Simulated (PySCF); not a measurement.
## Orbital picture of BI⁺

PBE0 at R = 1.971 Å; B aug-cc-pVDZ, I aug-cc-pVDZ-PP with ECP28; scalar-relativistic core potentials (PySCF 2.14). State: ²Π (doublet), unpaired electrons π ↑, a second solution, started from another occupation. Only the outer orbitals are listed, counted within each symmetry, core potentials removing the inner ones.

```tsv
spin	orbital	occ.	ε (eV)	on B (%)	main shells (%)
α	5σ	1	-29.69	18	81 I s, 10 B s
α	6σ	1	-20.55	41	46 I p, 35 B s, 12 I s
α	3π	1	-17.91	5	95 I p
α	3π	1	-16.78	7	92 I p
α	7σ	1	-13.19	88	70 B s, 17 B p, 16 I p
α	4π	0	-8.93	84	85 B p, 10 I d
α	4π	0	-8.56	83	84 B p, 9 I d, 8 I p
α	8σ	0	-5.76	18	43 I p, 31 I d, 29 B p
β	5σ	1	-28.65	24	75 I s, 14 B s, 9 B p
β	6σ	1	-20.16	43	43 I p, 37 B s, 14 I s
β	3π	1	-16.39	9	90 I p, 8 B p
β	7σ	1	-13.13	86	64 B s, 21 B p, 16 I p
β	3π	0	-14.13	11	88 I p, 10 B p
β	4π	0	-8.52	82	83 B p, 9 I p, 9 I d
β	4π	0	-8.35	81	82 B p, 11 I p, 8 I d
```

Question: Which are the highest filled and the lowest empty level, where do they sit, and how wide is the gap?

Answer: Highest filled β 7σ at -13.13 eV (in %: 64 B s, 21 B p, 16 I p); lowest empty β 3π at -14.13 eV (in %: 88 I p, 10 B p); the gap at PBE0 is -1.00 eV.

```json
{
  "bond order (Mayer)": "0.76",
  "⟨S²⟩": "0.753",
  "charge on B (Mulliken, basis-dependent)": "-0.20",
  "charge on B (Löwdin, basis-dependent)": "-0.14",
  "dipole moment (positive dipole points towards I; it is taken about the centre of mass and depends on that origin)": "0.45 D"
}
```

Spin–orbit coupling is left out. Counting both spins, an empty level lies below a filled one in this solution, because spin and occupation are held.
